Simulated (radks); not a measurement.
Results of a calculation; reference values are marked as such.
Problem. Xe25+, configuration [Ar] 3d10 4s1. Code: a radial shooting solver on a logarithmic mesh with Libxc functionals. Model: scalar-relativistic Kohn-Sham, exchange-only LDA, spin-polarised, spherical densities, point nucleus; open shells are filled with parallel spins first (spin-orbit coupling, left out, can overturn this in heavy ions). Some entries of the table are withheld. Estimate them.

orbital,occ.,eigenvalue (hartree),<r^2> (bohr^2),r(max) (bohr)
1s up,1,-1291.843,0.0009650,0.01717
1s down,1,-1291.817,0.0009650,0.01717
2s up,1,-225.6846,0.01546,0.09696
2s down,1,-225.6675,0.01546,0.09696
2p up,3,-205.7365,0.01223,0.07771
2p down,3,-205.7197,0.01223,0.07771
3s up,1,-67.72628,0.1041,0.2769
3s down,1,-67.69299,0.1040,0.2768
3p up,3,-61.26410,0.1032,0.2700
3p down,3,-61.22939,0.1030,0.2700
3d up,5,-51.83471,0.08744,0.2217
3d down,5,-51.80290,0.08720,0.2217
4s up,1,(1),0.4384,(2)
4s down,0,(3),0.4363,(4)
4p up,0,(5),0.4625,0.6251
4p down,0,(6),0.4604,0.6227
5s up,0,-17.80378,1.269,1.098
5s down,0,-17.62536,1.285,1.102

Solution. 
(1) 4s up eigenvalue (hartree): -31.02269
(2) 4s up r(max) (bohr): 0.6108
(3) 4s down eigenvalue (hartree): -30.73988
(4) 4s down r(max) (bohr): 0.6086
(5) 4p up eigenvalue (hartree): -28.63770
(6) 4p down eigenvalue (hartree): -28.35093
